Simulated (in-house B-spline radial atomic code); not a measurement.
# Zn6+: [Ar] 3d6

Computed with a B-spline radial code for spherical atoms: Dirac-Kohn-Sham LDA VWN5, spherical fractional occupations, Fermi nucleus of rms radius 3.9283 fm.

Effective charges: Z_r = [3n² - l(l+1)]/(2<r>) from the radius, Z_e = n√(-2ε) from the energy, and Slater's rules. Values are occupation-weighted means over j.

```json
{"shell": "1s", "electrons": "2", "ε (eV)": "-9631.2", "<r> (bohr)": "0.05038", "Z_r": "29.77", "Z_e": "26.61", "Slater": "29.70"}
{"shell": "2s", "electrons": "2", "ε (eV)": "-1284.8", "<r> (bohr)": "0.2263", "Z_r": "26.51", "Z_e": "19.44", "Slater": "25.85"}
{"shell": "2p", "electrons": "6", "ε (eV)": "-1132.1", "<r> (bohr)": "0.1984", "Z_r": "25.21", "Z_e": "18.24", "Slater": "25.85"}
{"shell": "3s", "electrons": "2", "ε (eV)": "-248.02", "<r> (bohr)": "0.6591", "Z_r": "20.48", "Z_e": "12.81", "Slater": "18.75"}
{"shell": "3p", "electrons": "6", "ε (eV)": "-201.7", "<r> (bohr)": "0.6755", "Z_r": "18.51", "Z_e": "11.55", "Slater": "18.75"}
{"shell": "3d", "electrons": "6", "ε (eV)": "-125.93", "<r> (bohr)": "0.7015", "Z_r": "14.97", "Z_e": "9.13", "Slater": "10.25"}
```

The least bound orbital is 3d5/2 at -125.7 eV, and it is also the most diffuse (<r> = 0.7026 bohr).

Spin-orbit splittings of the orbital energies (j = l + 1/2 above j = l - 1/2 when positive): 2p 23.8 eV, 3p 3.415 eV, 3d 0.5053 eV.

For the 1s electron the small component carries 1.17 % of the norm, the zero-frequency Breit interaction raises the level by 13.16 eV, self-energy by 6.707 eV, and vacuum polarisation lowers it by 0.6217 eV.

The density falls to 0.001 bohr⁻³ at 2.105 bohr; Σ<r²> = 8.2106 bohr² gives, by the non-relativistic formula and without the paramagnetism of open shells, a Langevin diamagnetic susceptibility of -6.503×10⁻⁶ cm³/mol.
